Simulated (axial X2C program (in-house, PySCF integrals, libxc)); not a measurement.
# HCoH⁺: properties at the nuclei

Calculated with an in-house all-electron X2C program for linear molecules (integrals from PySCF): two-component X2C with atomic mean-field Coulomb and Gaunt terms, Gaussian nuclei, basis H dyall-v3z, Co dyall-v3z with contracted cores.

H–Co–H held linear, with bonds 1.648 and 1.648 Å (near the PBE0 minimum at charge 1 of the determinant lowest at the starting distance; the state shown can have its own minimum elsewhere, held linear; other orders of the atoms were not compared).

Determinant lowest in the PBE0 search, Ω = 1 (⟨Sz⟩ = 1.00, ⟨Lz⟩ = 0.00 at PBE0), spin on the atoms H -0.26, Co 1.52, H -0.26:

```csv
level,A∥/gI H (MHz),qzz H (a.u.),A∥/gI Co (MHz),qzz Co (a.u.)
PBE0,-75.8,0.07,1020,-4.66
HF,-94.2,0.08,1000,-4.31
PBE,-71,0.07,1110,-4.86
```

A∥ (defined per Ω) follows by multiplying with gI = μI/(I μN); qzz is the electric field gradient, eQq0 = 234.96 MHz × Q/barn × qzz. The operators were transformed with the bare-nucleus X2C matrices; with these basis sets, hyperfine constants and field gradients can be off by tens of per cent, and where levels differ in sign neither size nor sign is settled.

Task: With gI(1H) = 5.5857, gI(59Co) = 1.3220, Q(59Co) = 0.42 barn (g factors from the IAEA table of nuclear moments by Stone; Q from Pyykkö, Mol. Phys. 2018), turn the PBE0 values of the first state into constants in MHz.

Result: A∥(1H) = -75.8 × 5.5857 = -423 MHz; A∥(59Co) = 1020 × 1.3220 = 1350 MHz; eQq0(59Co) = 234.96 × (0.42) × (-4.66) = -460 MHz.

The molecule was held linear; bending was not examined, so a bent shape may lie lower.

Each state is one determinant with collinear spin, which with several unpaired electrons need not be a pure state. Unrestricted Hartree–Fock can overshoot spin polarisation at the nuclei. With several open shells hyperfine constants can be off by a factor of several. Open-shell Ω = 0 determinants with evenly filled partner blocks cannot be reached by this program, so the Ω shown need not be the lowest component. States lie within half an eV, so the first need not be the ground state. Further determinants of the search, some of them spin-mixed, are not shown.
